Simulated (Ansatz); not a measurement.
The cluster Sr₄O₄. Total charge 0; singlet. Geometry PBE-D4/def2-SVP.

Cartesian coordinates in Å:
```
Sr -0.2393 0.8566 2.7113
Sr -0.4025 2.6112 -1.0648
Sr 1.6236 -0.8503 -2.1891
Sr -0.9854 -2.6229 0.5392
O 0.4283 -2.3401 -1.1129
O -0.8219 -1.1925 2.1925
O -0.4450 2.3403 1.1104
O 0.8422 1.1977 -2.1866
```

In the def2 sets Sr takes a core potential; there is no spin–orbit coupling. Another isomer (singlet) lies 0.41 eV lower at PBE0-D4/def2-TZVP; other spin states weren't run for this one.

(1) Estimate the orbital energies around the gap (eV) in Ansatz with PBE-D4/def2-TZVP, r2SCAN-D4/def2-TZVP, PBE0-D4/def2-TZVP, r2SCAN0-D4/def2-TZVP, ωB97M-V/def2-TZVP.

Answers

(1) 
```json
{"orbital": "HOMO−5", "PBE-D4/def2-TZVP": "-3.53", "r2SCAN-D4/def2-TZVP": "-3.55", "PBE0-D4/def2-TZVP": "-4.63", "r2SCAN0-D4/def2-TZVP": "-4.71", "ωB97M-V/def2-TZVP": "-6.93"}
{"orbital": "HOMO−4", "PBE-D4/def2-TZVP": "-3.45", "r2SCAN-D4/def2-TZVP": "-3.48", "PBE0-D4/def2-TZVP": "-4.55", "r2SCAN0-D4/def2-TZVP": "-4.63", "ωB97M-V/def2-TZVP": "-6.86"}
{"orbital": "HOMO−3", "PBE-D4/def2-TZVP": "-3.45", "r2SCAN-D4/def2-TZVP": "-3.47", "PBE0-D4/def2-TZVP": "-4.54", "r2SCAN0-D4/def2-TZVP": "-4.63", "ωB97M-V/def2-TZVP": "-6.82"}
{"orbital": "HOMO−2", "PBE-D4/def2-TZVP": "-3.18", "r2SCAN-D4/def2-TZVP": "-3.19", "PBE0-D4/def2-TZVP": "-4.29", "r2SCAN0-D4/def2-TZVP": "-4.37", "ωB97M-V/def2-TZVP": "-6.57"}
{"orbital": "HOMO−1", "PBE-D4/def2-TZVP": "-3.18", "r2SCAN-D4/def2-TZVP": "-3.19", "PBE0-D4/def2-TZVP": "-4.29", "r2SCAN0-D4/def2-TZVP": "-4.37", "ωB97M-V/def2-TZVP": "-6.56"}
{"orbital": "HOMO", "PBE-D4/def2-TZVP": "-3.01", "r2SCAN-D4/def2-TZVP": "-3.02", "PBE0-D4/def2-TZVP": "-4.18", "r2SCAN0-D4/def2-TZVP": "-4.26", "ωB97M-V/def2-TZVP": "-6.45"}
{"orbital": "LUMO", "PBE-D4/def2-TZVP": "-1.38", "r2SCAN-D4/def2-TZVP": "-0.86", "PBE0-D4/def2-TZVP": "-0.77", "r2SCAN0-D4/def2-TZVP": "-0.48", "ωB97M-V/def2-TZVP": "-0.12"}
{"orbital": "LUMO+1", "PBE-D4/def2-TZVP": "-0.98", "r2SCAN-D4/def2-TZVP": "-0.43", "PBE0-D4/def2-TZVP": "-0.41", "r2SCAN0-D4/def2-TZVP": "-0.09", "ωB97M-V/def2-TZVP": "0.13"}
{"orbital": "LUMO+2", "PBE-D4/def2-TZVP": "-0.98", "r2SCAN-D4/def2-TZVP": "-0.43", "PBE0-D4/def2-TZVP": "-0.41", "r2SCAN0-D4/def2-TZVP": "-0.09", "ωB97M-V/def2-TZVP": "0.14"}
{"orbital": "LUMO+3", "PBE-D4/def2-TZVP": "-0.89", "r2SCAN-D4/def2-TZVP": "-0.35", "PBE0-D4/def2-TZVP": "-0.33", "r2SCAN0-D4/def2-TZVP": "-0.03", "ωB97M-V/def2-TZVP": "0.18"}
{"orbital": "LUMO+4", "PBE-D4/def2-TZVP": "0.04", "r2SCAN-D4/def2-TZVP": "0.46", "PBE0-D4/def2-TZVP": "0.51", "r2SCAN0-D4/def2-TZVP": "0.75", "ωB97M-V/def2-TZVP": "0.89"}
{"orbital": "LUMO+5", "PBE-D4/def2-TZVP": "0.11", "r2SCAN-D4/def2-TZVP": "0.53", "PBE0-D4/def2-TZVP": "0.63", "r2SCAN0-D4/def2-TZVP": "0.86", "ωB97M-V/def2-TZVP": "1.04"}
```
